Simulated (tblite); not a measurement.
C₆H₉ClOSi.
Cartesian coordinates in Å at the GFN2-xTB level; atoms count from 1:
```xyz
18
C6H9ClOSi angstrom
C     -2.700   -0.076    0.300
C     -1.758    0.564   -0.369
Cl    -2.188    1.463   -1.800
C     -0.299    0.622   -0.103
C      0.181   -0.226    1.079
C      1.705   -0.296    1.030
C      2.139   -0.588   -0.392
O      3.186   -1.111   -0.682
Si     0.761    0.032   -1.595
H     -3.729   -0.058   -0.011
H     -2.471   -0.634    1.190
H     -0.047    1.671    0.094
H     -0.158    0.191    2.029
H     -0.225   -1.236    0.989
H      2.116   -1.029    1.726
H      2.133    0.680    1.282
H      1.204    1.115   -2.464
H      0.142   -1.077   -2.314
```

Calculated harmonic vibrations of the isolated species, GFN2-xTB (tblite), most abundant isotopes, no scaling. Against measured fundamentals such values can be off by several per cent, at times by over 20. Modes of hydrogen on silicon can be 10 to 20 % off. One conformer, not necessarily the lowest.

Harmonic wavenumbers (cm⁻¹): 39.4, 57.0, 113.0, 167.4, 251.3, 272.7, 337.7, 359.4, 388.2, 404.7, 472.6, 486.5, 516.0, 575.0, 615.3, 641.1, 666.0, 696.4, 719.8, 753.8, 817.9, 865.6, 957.0, 972.3, 992.3, 1049.1, 1078.8, 1092.2, 1132.9, 1165.8, 1209.1, 1265.7, 1280.6, 1325.4, 1389.2, 1436.7, 1501.8, 1699.0, 1758.2, 2308.0, 2320.5, 2901.9, 2946.4, 2974.7, 2986.3, 2995.5, 3124.8, 3152.3.

A = 2400, B = 715.3, C = 587.5 MHz; mass 160.011 u (most abundant isotopes); point group C1, symmetry number 1.

Zero-point energy?

½Σν̃ = 28617 cm⁻¹ = 342.33 kJ/mol.

Entropy at 298.15 K, 1 bar (ideal gas, RRHO, classical rotation)?

Translation 172.15, rotation 126.13, vibration 120.60: S = 418.9 J/(mol K).

And Cp and H(298.15 K) − H(0)?

Cp = 168.23 J/(mol K), of which vibrations give 134.97 (their classical limit is 48 R = 399.1); H(298.15 K) − H(0) = 29.20 kJ/mol without the zero-point energy, 19.28 from vibrations.

Which modes carry the vibrational entropy at 298.15 K?

39.4 cm⁻¹: 22.13; 57.0 cm⁻¹: 19.07; 113.0 cm⁻¹: 13.46; 167.4 cm⁻¹: 10.31; 251.3 cm⁻¹: 7.20; 272.7 cm⁻¹: 6.61 J/(mol K); the other 42 give 41.82 together.

How do the functions run with temperature in this model?

```csv
T (K),S (J/(mol K)),Cp (J/(mol K)),H − H(0) (kJ/mol),G − H(0) (kJ/mol),ln q(vib)
50,253.6,53.3,2.13,-10.55,0.65
100,296.3,73.1,5.27,-24.37,1.80
373.15,460.1,199.9,43.03,-128.66,8.70
500,525.0,243.4,71.27,-191.21,12.05
750,635.6,301.4,139.97,-336.72,18.43
1000,727.7,338.0,220.22,-507.46,24.32
```

q(vib) and H(0) count from the zero-point level.

What must be added to the electronic energy to get the Gibbs energy at 298.15 K and 1 bar?

ZPE + [H(298.15 K) − H(0)] − T·S = 342.33 + 29.20 − 124.89 = 246.64 kJ/mol.

Hindered rotation and anharmonicity are outside this model. Other conformers, if any are populated, would add a mixing term that is left out. The structure is chiral; the term R ln 2 for an equal mix with its mirror image is left out.
